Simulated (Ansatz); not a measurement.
Gas-phase reaction R1 + R2 → P1 + P2, each structure at its B3LYP-D3(BJ)/def2-TZVP stationary point, reached from a drawn start (curvature not checked).
R1: F atom, charge 0, multiplicity 2.
P1: H atom, charge 0, multiplicity 2.
R2: H2 (SMILES [H][H]), charge 0, multiplicity 1.
P2, HF (SMILES F) (charge 0, multiplicity 1):
| atom | x (Å) | y (Å) | z (Å) |
|---|---|---|---|
| F | 0.0000 | 0.0000 | 0.4622 |
| H | 0.0000 | 0.0000 | -0.4622 |

P less R. No zero-point or thermal terms; singlets are restricted closed shells; open shells are unrestricted; no spin–orbit coupling.

Frozen-core correlation throughout.

Programs: Ansatz (Gaussian orbitals). All values are computed, each at the level named.

Total energies in hartree:

```tsv
structure	PBE/def2-TZVPPD	PBE0/def2-TZVPPD	CCSD(T)/aug-cc-pVQZ
R1	-99.670489	-99.677028	-99.652908
P1	-0.499616	-0.501036	-0.499948
R2	-1.166125	-1.168497	-1.173865
P2	-100.396644	-100.396223	-100.377334
```

Problem. Work out the reaction energy at each level in kcal/mol (1 hartree = 627.50947 kcal/mol), and say how far PBE/def2-TZVPPD lies from CCSD(T)/aug-cc-pVQZ.

Solution. 
- PBE/def2-TZVPPD: (-0.499616) + (-100.396644) − (-99.670489) − (-1.166125) = -0.059646 hartree = -37.43 kcal/mol
- PBE0/def2-TZVPPD: (-0.501036) + (-100.396223) − (-99.677028) − (-1.168497) = -0.051734 hartree = -32.46 kcal/mol
- CCSD(T)/aug-cc-pVQZ: (-0.499948) + (-100.377334) − (-99.652908) − (-1.173865) = -0.050509 hartree = -31.69 kcal/mol
PBE/def2-TZVPPD less CCSD(T)/aug-cc-pVQZ: -5.74 kcal/mol. CCSD(T)/aug-cc-pVQZ is the level counted from, the highest shown, and no exact or measured value.

Ansatz is a quantum-chemistry and plane-wave program.
